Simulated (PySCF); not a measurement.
Ag: excitation energy

Ag [Kr] 4d10 5s1 (2S) → Ag [Kr] 4d9 5s1 6s1 (4D), as a difference of total energies. All numbers are calculated (PySCF 2.14, a scalar-relativistic core potential, in aug-cc-pwCVDZ-PP with ECP28MDF). Correlated levels: valence: 4s2 4p6 frozen. The calculations carry no spin-orbit coupling.

| method | excitation energy (cm⁻¹) |
| --- | --- |
| UHF | 67353 |
| MP2 (valence) | 82224 |
| SCS-MP2 (valence) | 81347 |
| CCSD (valence) | 79018 |
| CCSD(T) (valence) | 79959 |

The upper state lies above the first ionisation limit, but in LS coupling its spin forbids autoionisation to the ground ion. A Rydberg-like electron needs more diffuse functions than a valence basis has.

The promoted electron is Rydberg-like, and one or two diffuse shells describe it only roughly, which tends to raise the upper state.
